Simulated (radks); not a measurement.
Species: Ag. Configuration: [Kr] 4d10 5s1. Calculated with a radial shooting solver on a logarithmic mesh with Libxc functionals: Dirac Kohn-Sham, LDA (Slater exchange, Perdew-Wang correlation), spin-unpolarised, spherical densities, finite nucleus; Fermi nuclear charge, rms radius 4.5454 fm.

X-ray form factor f0, the Fourier transform of the density (f0(0) = 47):

sin(theta)/lambda (1/angstrom),f0 (electrons)
0.05,46.151
0.1,43.961
0.15,41.101
0.2,38.063
0.25,35.110
0.3,32.370
0.4,27.734
0.5,24.232
0.6,21.643
0.8,18.052
1,15.282
1.25,12.213
1.5,9.691
2,6.666
